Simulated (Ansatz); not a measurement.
Abridged output of a molecular run in Ansatz:

```
Functional definition: HF
1540 factors; integrals over basis functions are off by at most 9.8e-4 eV
mean field evaluation 1: about -19303.9026 eV, gradient 4.8e1 eV
mean field evaluation 2: about -19304.1689 eV, gradient 4.8e1 eV
mean field evaluation 4: about -19309.6078 eV, gradient 3.9e0 eV
mean field evaluation 8: about -19309.6992 eV, gradient 2.1e-1 eV
mean field -19309.69944080 eV, -709.6183658648 hartree, gradient 5.7e-6 eV, S^2 0.000000; 0 other end points of the search recorded, 0 dependent functions left out
13 core orbitals not correlated: weight in the atoms' cores, before any rotation towards them, 1.000 or more for the frozen orbitals, at most 0.000 for the correlated occupied ones
reference -19309.69944080 eV, -709.6183658648 hartree; 14, 14 occupied and 234, 234 virtual orbitals, 1540 factors
second order -21.76057453 eV of doubles, -0.00000000 eV of singles
cycle   1  -22.15714851 eV  change   -4.0e-1 eV  update   1.1e-1
cycle   2  -22.69231603 eV  change   -5.4e-1 eV  update   3.2e-2
cycle   3  -22.81828112 eV  change   -1.3e-1 eV  update   1.7e-2
cycle   4  -22.80811183 eV  change    1.0e-2 eV  update   4.4e-3
cycle   5  -22.80571918 eV  change    2.4e-3 eV  update   2.1e-3
cycle   6  -22.80652362 eV  change   -8.0e-4 eV  update   7.8e-4
cycle   7  -22.80619840 eV  change    3.3e-4 eV  update   3.4e-4
cycle   8  -22.80611055 eV  change    8.8e-5 eV  update   1.5e-4
cycle   9  -22.80618320 eV  change   -7.3e-5 eV  update   6.8e-5
cycle  10  -22.80618770 eV  change   -4.5e-6 eV  update   2.9e-5
perturbative correction -0.89693841 eV, -0.0329618787 hartree
Total energy: -19333.40256690 eV, -710.4894396828 hartree
```

Its atoms:

Cartesian coordinates in Å:
```
F 1.0913 -1.8460 2.0463
Al 0.7628 -0.7823 0.8358
C 1.2685 0.0866 -0.7833
C -0.2283 -0.3850 -0.7927
Si -1.2897 0.6072 0.2780
H 1.4783 1.1408 -0.9572
H 1.8861 -0.5311 -1.4360
H -0.6329 -0.8979 -1.6586
H -1.4285 2.0917 0.2208
H -0.3304 0.5225 1.5670
H -2.5773 -0.0065 0.6799
```

(1) Which basis set was used?
A. def2-SVPD
B. def2-TZVPPD
C. def2-SVP
D. def2-TZVPP

(2) Write the keys of the input that set method, charge and spin (a neutral closed shell needs none for the last two).

## Answers

(1) D. It gives 261 functions.

(2) 
```yaml
correlation: {method: ccsd_t}
```
